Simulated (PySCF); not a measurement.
Mo(NH)2(F)(Me) (CH5FMoN2), SMILES [NH]=[Mo]([F])(=[NH])[CH3], multiplicity 1.

Coordinates come from a PBE0-D3(BJ)/def2-SVP optimisation. The spin state was assumed, not searched. The structure was generated by enumeration; whether it is a known compound was not checked. The def2 effective core potentials stand for the cores of Mo; spin–orbit coupling is left out.

Two levels are set side by side: PBE/def2-TZVP (PySCF) and CAM-B3LYP/def2-TZVP (PySCF). Same geometry, gas phase. Differences are taken from unrounded values.

| quantity | PBE |
|---|---|
| orbital gap (eV) | 3.95 |
| highest occupied level (eV) | -6.67 |
| lowest empty level (eV) | -2.72 |
| dipole moment (D) | 2.38 |
| mean polarisability (bohr³) | 67.9 |

Q: These are the PBE values. What does CAM-B3LYP give? (The exact figures need the calculation; the answer reports its results.)

A: 
| quantity | CAM-B3LYP | PBE minus CAM-B3LYP |
|---|---|---|
| orbital gap (eV) | 8.54 | -4.59 |
| highest occupied level (eV) | -9.38 | 2.71 |
| lowest empty level (eV) | -0.84 | -1.88 |
| dipole moment (D) | 2.57 | -0.19 |
| mean polarisability (bohr³) | 65.8 | 2.1 |

Without exact exchange PBE keeps part of each electron's self-repulsion, which lifts occupied levels and narrows the gap. Loosely held outer electrons make PBE densities more polarisable. Differences between two approximate levels are no errors against the true value.

Rough cost on one machine, each run with all the roots and properties that it gave: CAM-B3LYP against PBE within a factor of 2.
